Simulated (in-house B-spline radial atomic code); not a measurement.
# PBE excitations of Ba

Method: PBE. Computed with an all-electron radial atomic-structure program (B-spline basis): linear response of the closed shell [Xe] 6s2 with the functional's adiabatic kernel; scalar-relativistic (spin-free one-electron X2C), finite nucleus, no spin-orbit coupling, no double excitations, S, P, D and F terms only; shells from n = 4 respond.

Spin-orbit coupling is strong here, so these LS terms don't match observed levels.

Command:
```bash
python run_td.py task.json out
```
Settings (radii: box in bohr, nucleus in fm):
```
Z                        56
electrons                56
configuration            [Xe] 6s2
hamiltonian              x2c
method                   pbe,pbe
box_radius               75
rms_radius               4.8378
intervals                76
```

Cost of the run: 2.2 s on 1 thread of Arm Neoverse N1, with other jobs on the host.

The lowest states, in the order of their Tamm-Dancoff energies; the method's threshold (minus the highest occupied level) is 3.228 eV. Labels give the largest channel, * marks a mixed state, and oscillator strengths are full-response dipole values. Measured ¹D terms are left out, since they can mix with doubly excited terms. Semilocal kernels can invert the small singlet-triplet splittings of Rydberg terms. Energies in eV:

| state | full response | Tamm-Dancoff | oscillator strength | measured (J-weighted term) |
| --- | --- | --- | --- | --- |
| 6s → 5d 3D | 0.508 | 0.729 | - | 1.160 |
| 6s → 5d 1D | ? | ? | - | - |
| 6s → 6p 3P | 1.371 | 1.478 | - | 1.622 |
| 6s → 6p 1P | ? | ? | ? | ? |
| 6s → 7s 3S | 3.009 | 3.012 | - | - |
| 6s → 7s 1S | 3.131 | - | - | - |

(1) Where does 6s → 5d 1D lie?

(2) Where does 6s → 6p 1P lie?

(3) How large is the singlet-triplet splitting of 6s → 5d (D terms) in Tamm-Dancoff?

(4) What polarisabilities and dispersion coefficient does the method give?

Answers

(1) At 1.270 eV in full response, 1.283 eV in Tamm-Dancoff.

(2) At 2.429 eV in full response, 2.550 eV in Tamm-Dancoff, oscillator strength 1.96; measured 2.239 eV.

(3) 0.554 eV, from the unrounded values.

(4) Dipole 265.9 bohr³, quadrupole 9760 bohr⁵, C6 5179 hartree·bohr⁶ for two such species. Recommended dipole value: 272 ± 10 bohr³ (Schwerdtfeger and Nagle, table of static dipole polarizabilities (2023 update)), which includes relativity and correlation.
